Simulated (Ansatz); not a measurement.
Geometry optimisation, Ansatz, RKS B3LYP/def2-SVP.

input.yaml

```yaml
crystal:
  periodic: [false, false, false]
  atoms:
    - { symbol: C, position_ang: [0.7908, -1.8389, 0.1921] }
    - { symbol: "N", position_ang: [0.114, -0.603, 0.6966] }
    - { symbol: C, position_ang: [-0.3967, 0.3347, -0.0629] }
    - { symbol: Te, position_ang: [-0.2443, 0.2817, -2.1852] }
    - { symbol: Al, position_ang: [-1.1791, 1.895, 0.7896] }
    - { symbol: F, position_ang: [-1.2481, 2.0309, 2.6019] }
    - { symbol: H, position_ang: [-0.861, -0.62034, -0.30872] }
    - { symbol: H, position_ang: [1.1073, -2.4122, 1.0223] }
    - { symbol: H, position_ang: [1.6377, -1.5113, -0.385] }
    - { symbol: H, position_ang: [1.2319, 1.0568, -2.1463] }
    - { symbol: H, position_ang: [-1.7937, 3.0766, -0.0708] }
basis:
  gaussian: { orbitals: def2-SVP }
hamiltonian:
  xc: b3lyp
relax:
  f_tol: 0.02
  max_steps: 50
```

Launched with:

```bash
$ ansatz run input.yaml --threads 2 --pin off --max-ram 3072MiB --backend cpu --events-out ev --progress --plain --runs-dir out
```

Question: Where does it end, and by what steps?

Answer: The forces met the threshold. After 41 steps the energy has fallen by 5.340 eV; F6 moved furthest, 2.09 Å. Parted: C3–Te4. Joined: Te4–Al5.

| step | energy less start (eV) | largest force component (eV/Å) | accepted |
| --- | --- | --- | --- |
| 0 | 0.0000 | 7.693 | yes |
| 2 | -3.5591 | 5.221 | yes |
| 4 | -4.3980 | 1.328 | yes |
| 6 | -4.6530 | 0.690 | yes |
| 8 | -4.7627 | 0.693 | yes |
| 10 | -4.8485 | 0.794 | yes |
| 12 | -4.9547 | 0.531 | yes |
| 14 | -5.0809 | 0.477 | yes |
| 16 | -5.1209 | 0.415 | yes |
| 18 | -5.1881 | 0.552 | yes |
| 20 | -5.2456 | 0.404 | yes |
| 22 | -5.2879 | 0.296 | yes |
| 24 | -5.3095 | 0.480 | yes |
| 26 | -5.3151 | 0.265 | no |
| 28 | -5.3332 | 0.093 | yes |
| 30 | -5.3363 | 0.058 | yes |
| 32 | -5.3296 | 0.116 | no |
| 34 | -5.3390 | 0.110 | yes |
| 36 | -5.3393 | 0.060 | yes |
| 38 | -5.3394 | 0.028 | yes |
| 40 | -5.3393 | 0.024 | no |
| 41 | -5.3396 | 0.013 | yes |

```xyz
11
Properties=species:S:1:pos:R:3
C 0.905 -1.706 0.771
N -0.114 -1.090 0.371
C -1.008 -0.323 -0.046
Te -0.148 2.079 -2.306
Al -0.864 1.751 0.198
F 0.396 1.887 1.315
H -1.811 -0.787 -0.643
H 0.892 -2.224 1.738
H 1.811 -1.728 0.150
H 1.384 1.489 -1.982
H -2.284 2.341 0.578
```

Time of the run: 2.3 min on 2 threads of Intel(R) Xeon(R) 6975P-C (Granite Rapids), on a shared host, peak memory 0.36 GiB.
